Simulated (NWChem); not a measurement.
System: CHAlClNO; SMILES O=C=[N][AlH][Cl]

```xyz
6

Al    -0.4749    -0.7603     0.4807
Cl     1.3761    -0.9610     1.4369
H     -1.6686    -1.7120     0.8283
N     -0.6439     0.5170    -0.7299
C     -0.7280     1.3947    -1.5476
O     -0.8163     2.2439    -2.3419
```
Atoms are numbered in this order, from 1.

Level: PBE0/def2-SVP (NWChem), optimised geometry, unscaled harmonic frequencies. 

```
frequency (cm⁻¹)  IR intensity (km/mol)
----------------  ---------------------
62                                  0.7
119                                 0.2
218                                16.3
477                               151.5
506                                55.2
616                                24.4
639                                29.2
653                                38.9
695                               385.9
1530                               45.8
2032                              132.5
2460                             1541.4
```

```json
{
  "zero_point_energy": "14.3 kcal/mol",
  "thermal correction to the enthalpy at 298.15 K (with zero-point energy)": "18.6 kcal/mol",
  "heat capacity Cv": "18.0 cal/(mol K)",
  "entropy at 298.15 K and 1 atm (symmetry number 1)": "79.6 cal/(mol K)",
  "dipole_moment": "1.53 D"
}
```

Rigid rotor and harmonic oscillator; modes under 100 cm⁻¹ make the entropy uncertain.
